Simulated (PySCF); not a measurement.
Broadened absorption spectrum of C5H7N3

Compound: C5H7N3.
InChI=1S/C5H7N3/c1-3-8-4-5(2)6-7-8/h3-4H,1H2,2H3

Method: TDDFT CAM-B3LYP/def2-SVPD, vertical, gas phase, core orbitals frozen in the response in PySCF. Isolated species at its GFN2-xTB geometry (one conformer only). GFN2-xTB frequencies show an imaginary mode (37i cm⁻¹), so this geometry is no minimum at that level. Torsions of this conformer, `[CH2:1]=[CH:2][n:3]1[cH:4][c:5]([CH3:6])[n:7][n:8]1`: C1–C2–N3–C4 180°.

Computed states:

```tsv
state	E (eV)	f
S1	5.13	0.0054
S2	5.41	0.200
S3	6.29	0.268
S4	6.79	0.025
S5	7.04	0.0000
S6	7.20	0.0013
S7	7.32	0.0056
S8	7.47	0.066
```

Broadening: Gaussians 0.4 eV wide at half height, area fixed by f = 4.319×10⁻⁹ ∫ε dν̃. The width is an assumption, not a result. The curve ends short of the highest state used, and states not computed would add to its high-energy end.

(1) Give the broadened spectrum and its maxima.

(2) On this curve, what absorbance would a 10⁻³ mol/L sample give at 248 nm over a 1 cm path?

(3) Coming from long wavelengths, where does ε first pass 100 L mol⁻¹ cm⁻¹?

Answers

(1) 
| E (eV) | ε (L mol⁻¹ cm⁻¹) |
| --- | --- |
| 4.53 | 1 |
| 4.57 | 2 |
| 4.61 | 4 |
| 4.66 | 9 |
| 4.70 | 17 |
| 4.74 | 32 |
| 4.78 | 58 |
| 4.83 | 117 |
| 4.87 | 201 |
| 4.91 | 337 |
| 4.95 | 557 |
| 5.00 | 1012 |
| 5.04 | 1586 |
| 5.08 | 2409 |
| 5.12 | 3526 |
| 5.17 | 5352 |
| 5.21 | 7099 |
| 5.25 | 8967 |
| 5.29 | 10766 |
| 5.34 | 12570 |
| 5.38 | 13399 |
| 5.42 | 13531 |
| 5.46 | 12940 |
| 5.51 | 11329 |
| 5.55 | 9575 |
| 5.59 | 7660 |
| 5.63 | 5804 |
| 5.68 | 3814 |
| 5.72 | 2596 |
| 5.76 | 1744 |
| 5.81 | 1183 |
| 5.85 | 1124 |
| 5.89 | 1421 |
| 5.93 | 2106 |
| 5.98 | 3574 |
| 6.02 | 5272 |
| 6.06 | 7405 |
| 6.10 | 9860 |
| 6.15 | 13055 |
| 6.19 | 15356 |
| 6.23 | 17092 |
| 6.27 | 18002 |
| 6.32 | 17778 |
| 6.36 | 16555 |
| 6.40 | 14614 |
| 6.44 | 12255 |
| 6.49 | 9208 |
| 6.53 | 7020 |
| 6.57 | 5238 |
| 6.61 | 3921 |
| 6.66 | 2872 |
| 6.70 | 2398 |
| 6.74 | 2124 |
| 6.78 | 1949 |
| 6.83 | 1759 |
| 6.87 | 1586 |

Maxima: 229 nm (5.41 eV), ε about 14000, made up of S2 (99%); 197 nm (6.29 eV), ε about 18000, made up of S3 (100%) (ε in L mol⁻¹ cm⁻¹; maxima over ε = 5, shares over 10%).

(2) 248 nm is 4.999 eV, where ε is about 1000 L mol⁻¹ cm⁻¹, so A = ε c l ≈ 1 (Beer–Lambert, with the gas-phase spectrum and the assumed width).

(3) At about 257 nm (4.82 eV), 0.31 eV below S1.
